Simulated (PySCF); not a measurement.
Isomers of Si5H12, one conformer each; single-point electronic energies without zero-point terms and without any empirical dispersion term.

All values: wB97X-D/pcSseg-2 (PySCF, non-relativistic), each on one gas-phase PBE0-D3(BJ)/def2-TZVP geometry that isn't relaxed in the solvent. The solvent is an IEF-PCM continuum (van der Waals radii × 1.2). Specific hydrogen bonds and non-electrostatic terms are outside this model.

| isomer | relative energy, gas (kJ/mol) | dipole (D) |
| --- | --- | --- |
| `[SiH3][SiH2][SiH]([SiH3])[SiH3]` | 0.0 | 0.14 |
| `[SiH3][SiH2][SiH2][SiH2][SiH3]` | 3.1 | 0.09 |

Problem. How do the relative energies look in chloroform (ε = 4.711)?

Solution. 
```csv
isomer,"relative energy, solvent (kJ/mol)",E(solvent) − E(gas) (kJ/mol),dipole in solvent (D)
`[SiH3][SiH2][SiH]([SiH3])[SiH3]`,0.0,-1.3,0.17
`[SiH3][SiH2][SiH2][SiH2][SiH3]`,3.1,-1.3,0.11
```

The order is unchanged. Conformers: `[SiH3:1][SiH2:2][SiH:3]([SiH3:4])[SiH3:5]` with Si1–Si2–Si3–Si4 177°; `[SiH3:1][SiH2:2][SiH2:3][SiH2:4][SiH3:5]` with Si1–Si2–Si3–Si4 -178°, Si2–Si3–Si4–Si5 180°. The gains span 0.0 kJ/mol, the gas-phase energies 3.1 kJ/mol.
